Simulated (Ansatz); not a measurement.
The cluster PbO₂H₂. The state is a singlet with charge 0. Geometry PBE0-D4/def2-TZVP, basis def2-TZVP, Ansatz.

```xyz
5

Pb    1.036   -0.244   -1.508
O    -0.428   -0.677    0.606
O     0.078    1.343   -0.959
H    -0.504    0.279    0.327
H    -0.181   -0.701    1.534
```

```
run  HOMO (eV)  LUMO (eV)
  A      -5.74      -2.68
  B      -6.46      -2.30
  C      -7.05      -2.02
  D      -8.21      -1.40
  E      -5.95      -2.55
```

In the def2 sets Pb takes a core potential; there is no spin–orbit coupling. Another isomer (singlet) lies 1.30 eV lower at PBE0-D4/def2-TZVP; other spin states weren't run for this one.

Question: The runs used BHLYP, PBE, PBE0, r2SCAN, r2SCANh. Estimate which is which.

Answer: A PBE (0 % exact exchange); B r2SCANh (10 % exact exchange); C PBE0 (25 % exact exchange); D BHLYP (50 % exact exchange); E r2SCAN (0 % exact exchange). Exact exchange lowers occupied and raises empty levels; among semilocal functionals meta-GGAs tend to open the gap a little, and such runs are hard to tell apart. The gap grows from 3.06 eV (PBE) to 6.81 eV (BHLYP).
